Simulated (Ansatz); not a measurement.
Ansatz (a first-principles code) input (SVWN5/def2-TZVP):

Ansatz 0.2 input:
```yaml
crystal:
  periodic: [false, false, false]
  atoms:
    - {symbol: C, position_ang: [-0.00000000, -0.00000000, -1.28727137]}
    - {symbol: C, position_ang: [0.00000000, 0.00000000, 0.00000000]}
    - {symbol: C, position_ang: [0.00000000, 0.00000000, 1.28727137]}
basis:
  gaussian:
    orbitals: def2-TZVP
hamiltonian:
  xc: {name: SVWN5}
relax: {f_tol: 0.003, max_steps: 100}
```

End of the output:

```
mean field -3075.18715450 eV, -113.0110434910 hartree, gradient 1.7e-5 eV, S^2 0.000000; 0 other end points of the search recorded, 0 dependent functions left out
the calculation of the forces begins
reference -3075.18717973 eV, -113.0110444184 hartree; 9, 9 occupied and 84, 84 virtual orbitals, 540 factors
relax step   3: F+E_penalty+E_count = -3075.18715450 eV  Δ(F+E_penalty+E_count) = -6.721e-5 eV  max|allowed force component| = 5.888e-4 eV/Å  Δτ_max = 0.0010 Å  (32 SCF iters, accepted)
integrals: 0.01 GiB planned
540 factors; their error is unknown
mean field: 0.17 GiB planned
mean field -3075.18715450 eV, -113.0110434910 hartree, gradient 1.0e-5 eV, S^2 0.000000; 1 other end points of the search recorded, 0 dependent functions left out
the calculation of the forces begins
reference -3075.18717973 eV, -113.0110444184 hartree; 9, 9 occupied and 84, 84 virtual orbitals, 540 factors
Total energy: -3075.18717973 eV, -113.0110444184 hartree
Atom 0 at     0.000000     0.000000    -1.291812 Å, force     0.000000     0.000000    -0.000589 eV/Å
Atom 1 at    -0.000000    -0.000000    -0.000000 Å, force    -0.000000    -0.000000     0.000000 eV/Å
Atom 2 at     0.000000     0.000000     1.291812 Å, force     0.000000     0.000000     0.000589 eV/Å
Dipole moment:    -0.000000    -0.000000    -0.000000 e Å
```
